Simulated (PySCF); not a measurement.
## Electron correlation in Kr²⁺ (krypton, charge +2)

[Ar] 3d10 4s2 4p4, high-spin 3P determinant. Calculation: PySCF 2.14, in aug-cc-pVDZ-DK; the spin-free X2C one-electron Hamiltonian (Gaussian nucleus). Frozen: [Ar] 3d10; 6 electrons correlated.

MP2 pair energies summed by pair of shells (mhartree):

```
 pair  energy  share (%)
4p-4p  -37.15       49.4
4s-4p  -32.59       43.3
4s-4s   -5.53        7.3
```

Total MP2 correlation energy: -75.26 mhartree.

Same-spin part -18.39 and opposite-spin part -56.88 mhartree; SCS-MP2 scales them by 1/3 and 6/5 to -74.38 mhartree.

| level | correlation energy (mhartree) |
| --- | --- |
| CCSD | -90.64 |
| (T) | -0.94 |
| CCSD(T) | -91.58 |

Diagnostics: T1 = 0.0057, D1 = 0.0183, largest double amplitude 0.041.

Cost of the coupled-cluster step: 0.16 s of wall time on 1 thread of Neoverse-V2 (shared host), for 6 correlated electrons.

Iterations:

```
CC2 = 0
CCSD nocc = (np.int64(4), np.int64(2)), nmo = (22, 22)
frozen orbitals [[0, 1, 2, 3, 4, 5, 6, 7, 8, 9, 10, 11, 12, 13], [0, 1, 2, 3, 4, 5, 6, 7, 8, 9, 10, 11, 12, 13]]
max_cycle = 100
direct = 0
conv_tol = 1e-08
conv_tol_normt = 1e-06
diis_space = 8
diis_start_cycle = 0
Init t2, MP2 energy = -0.0752643001406525
Init E_corr(UCCSD) = -0.0752643001415528
cycle = 1  E_corr(UCCSD) = -0.087295118602872  dE = -0.0120308185  norm(t1,t2) = 0.0318745
cycle = 2  E_corr(UCCSD) = -0.0896949651018879  dE = -0.0023998465  norm(t1,t2) = 0.00953334
cycle = 3  E_corr(UCCSD) = -0.0906572586015875  dE = -0.0009622935  norm(t1,t2) = 0.00344473
cycle = 4  E_corr(UCCSD) = -0.0906365296274537  dE = 2.07289741e-05  norm(t1,t2) = 0.0003508
cycle = 5  E_corr(UCCSD) = -0.0906394048047546  dE = -2.8751773e-06  norm(t1,t2) = 6.5821e-05
cycle = 6  E_corr(UCCSD) = -0.0906391146643111  dE = 2.90140443e-07  norm(t1,t2) = 1.21493e-05
cycle = 7  E_corr(UCCSD) = -0.0906391822220995  dE = -6.75577884e-08  norm(t1,t2) = 2.18149e-06
cycle = 8  E_corr(UCCSD) = -0.0906391697319418  dE = 1.24901577e-08  norm(t1,t2) = 4.1474e-07
cycle = 9  E_corr(UCCSD) = -0.0906391670042431  dE = 2.72769866e-09  norm(t1,t2) = 7.19823e-08
UCCSD converged
E(UCCSD) = -2786.805536030446  E_corr = -0.09063916700424314
UCCSD(T) correction = -0.000944643066405361
```
